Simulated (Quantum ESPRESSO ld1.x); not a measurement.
The numbers below are computed, except where a source is named.
Problem. All-electron atom: Pb21+ in [Kr] 4d10 4f13 5s2. Level of theory: Dirac Kohn-Sham, PBE, spin-unpolarised, spherical densities, point nucleus; open shells fill j = l - 1/2 first (ld1.x of Quantum ESPRESSO 7.5). Some entries of the table are withheld. Estimate them.

orbital,occ.,eigenvalue (eV),<r> (bohr),<r^2> (bohr^2)
1s1/2,2,-88518.490,0.01604,0.0003571
2s1/2,2,-16252.506,0.06688,(1)
2p1/2,2,-15628.097,0.05486,0.003773
2p3/2,4,-13436.988,0.06378,0.004954
3s1/2,2,-4293.395,0.1738,0.03468
3p1/2,2,-4012.203,0.1642,0.03151
3p3/2,4,-3522.340,0.1805,0.03782
3d3/2,4,-3061.632,0.1567,0.02882
3d5/2,6,-2957.262,0.1616,0.03053
4s1/2,2,-1359.014,0.3811,0.1640
4p1/2,2,-1236.914,0.3817,0.1657
4p3/2,4,-1114.431,0.4145,0.1950
4d3/2,4,-915.475,0.4160,0.1992
4d5/2,6,-892.173,0.4261,0.2087
4f5/2,6,-633.786,0.4245,(2)
4f7/2,7,-628.212,0.4294,(3)
5s1/2,2,-593.169,0.7658,0.6527

Solution. 
(1) 2s1/2 <r^2> (bohr^2): 0.005359
(2) 4f5/2 <r^2> (bohr^2): 0.2112
(3) 4f7/2 <r^2> (bohr^2): 0.2159
